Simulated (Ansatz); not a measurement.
An input meant for B₅Cl₃ (charge 0, singlet).

```yaml
crystal:
  periodic: [false, false, false]
  atoms:
    - {symbol: B, position_ang: [-0.124470, 0.858999, -0.419184]}
    - {symbol: B, position_ang: [0.101590, 0.539404, 1.347117]}
    - {symbol: B, position_ang: [-0.002320, -0.364029, 0.247297]}
    - {symbol: B, position_ang: [-0.142481, -1.726424, -0.894556]}
    - {symbol: B, position_ang: [0.066828, -0.375327, -1.368194]}
    - {symbol: Cl, position_ang: [-0.020948, 2.575043, -0.771015]}
    - {symbol: Cl, position_ang: [-0.135998, -3.682779, -0.815741]}
    - {symbol: Cl, position_ang: [0.285117, 1.427172, 2.672583]}
basis:
  gaussian: {orbitals: def2-mTZVPP}
hamiltonian: {xc: {name: SPW92}}
scf: {lower_state_search: off}
relax: {f_tol: 0.001, max_steps: 2}
```

```sh
$ ansatz run in.yaml --threads 4 --pin off --events-out ev --progress --plain --max-ram 4787MiB
```

Shortened log:

```
Functional definition: SPW92
1656 factors; their error is unknown
mean field evaluation 1: about -40755.5128 eV, gradient 1.1e2 eV
mean field evaluation 2: about -40457.2827 eV, gradient 2.7e2 eV
mean field evaluation 4: about -40723.0519 eV, gradient 1.3e2 eV
mean field evaluation 8: about -40791.0405 eV, gradient 1.6e0 eV
mean field evaluation 16: about -40791.0316 eV, gradient 4.1e-3 eV
mean field -40791.03158412 eV, -1499.0427615620 hartree, gradient 1.6e-6 eV, S^2 0.000000; 0 other end points of the search recorded, 0 dependent functions left out
reference -40791.03162707 eV, -1499.0427631405 hartree; 38, 38 occupied and 138, 138 virtual orbitals, 1656 factors
relax step   1: F+E_penalty+E_count = -40791.03158412 eV  Δ(F+E_penalty+E_count) = +0.000e0 eV  max|allowed force component| = 9.558e0 eV/Å  Δτ_max = 0.0000 Å  (24 SCF iters, accepted)
1656 factors; their error is unknown
mean field evaluation 32: about -40792.6874 eV, gradient 4.3e-5 eV
mean field -40792.68735781 eV, -1499.1036101229 hartree, gradient 1.7e-6 eV, S^2 0.000000; 0 other end points of the search recorded, 0 dependent functions left out
reference -40792.68740071 eV, -1499.1036116995 hartree; 38, 38 occupied and 138, 138 virtual orbitals, 1656 factors
relax step   2: F+E_penalty+E_count = -40792.68735781 eV  Δ(F+E_penalty+E_count) = -1.656e0 eV  max|allowed force component| = 4.235e0 eV/Å  Δτ_max = 0.1601 Å  (27 SCF iters, accepted)
Error: geometry relaxation did not converge after 2 steps: max|allowed force component| = 4.24e0 eV/Å (threshold 1.0e-3). Raise `relax.max_steps` over both its present limit and 2, loosen `relax.f_tol`, or start from a geometry closer to equilibrium. Where this run's directory can be resumed (`checkpoint.write`), a resume goes on for up to `relax.max_steps` more
```

Something in this input is off. What?

The relaxation is allowed too few steps for its threshold. The SCF steps converged, but the relaxation ran out of steps.
